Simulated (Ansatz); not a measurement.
Reactions of `C[O][SnH2][CH]=N`.

Gas-phase electronic energies from Ansatz, PBE0-D4/def2-TZVP geometries. CCSD(T)/CBS adds triple-zeta CCSD(T) − MP2 to the extrapolated MP2 energy (def2 sets, frozen cores). Elements past krypton have def2 core potentials. For Ga, Se, Sn outer-core shells are correlated without core-valence functions, which leaves a few kJ/mol of doubt a bond. Scalar relativity is left out up to krypton. Each species was taken in one conformer, which may not be the lowest.

Task: Order these by ΔE at CCSD(T)/CBS, lowest first. (Estimate.)
A. `C[O][SnH2][CH]=N` + H₂Se → `N=C[SeH]` + `C[O][SnH3]`
B. `C[O][SnH2][CH]=N` + `BC(C)[SeH]` → `C[O][SnH2][SeH]` + `BC(C)C=N`
C. `C[O][SnH2][CH]=N` + `CC(O)F` → `CC(F)OC=N` + `C[O][SnH3]`
D. `C[O][SnH2][CH]=N` + `CNNC` → `C[NH][SnH2][O]C` + `CNC=N`
E. `C[O][SnH2][CH]=N` + `[F][Ga]([F])[SiH3]` → `C[O][SnH2][F]` + `N=[CH][Ga]([F])[SiH3]`
F. `C[O][SnH2][CH]=N` + `FB(S)S` → `C[O][SnH2][SH]` + `N=CB(F)S`

Result: D (-178.4 kJ/mol), B (-130.6 kJ/mol), F (-27.6 kJ/mol), C (-1.8 kJ/mol), A (+12.5 kJ/mol), E (+26.5 kJ/mol).

Largest T1 diagnostic: 0.015, for `[F][Ga]([F])[SiH3]`.
